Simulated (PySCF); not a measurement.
## Correlation energy of S³⁺ (sulfur, charge +3)

[Ne] 3s2 3p1, 2P determinant. Calculation: PySCF 2.14, in an uncontracted even-tempered set (20 s from 0.028 bohr⁻², ratio 2.5; 14 p from 0.036 bohr⁻², ratio 2.5; 6 d from 0.67 bohr⁻², ratio 2.7; 5 f from 1 bohr⁻², ratio 2.7); no relativity, point nucleus. Frozen: 1s2; 11 electrons correlated; the 22 highest virtual orbitals of each spin left out.

MP2 pair energies summed by pair of shells (mhartree):

```tsv
pair	energy	share (%)
2p-2p	-199.28	54.1
2s-2p	-61.76	16.8
2p-3s	-28.94	7.9
3s-3s	-28.55	7.8
3s-3p	-23.06	6.3
2p-3p	-10.74	2.9
2s-2s	-10.02	2.7
2s-3s	-3.92	1.1
2s-3p	-1.78	0.5
```

Total MP2 correlation energy: -368.07 mhartree.

Same-spin part -89.71 and opposite-spin part -278.36 mhartree; SCS-MP2 scales them by 1/3 and 6/5 to -363.93 mhartree.
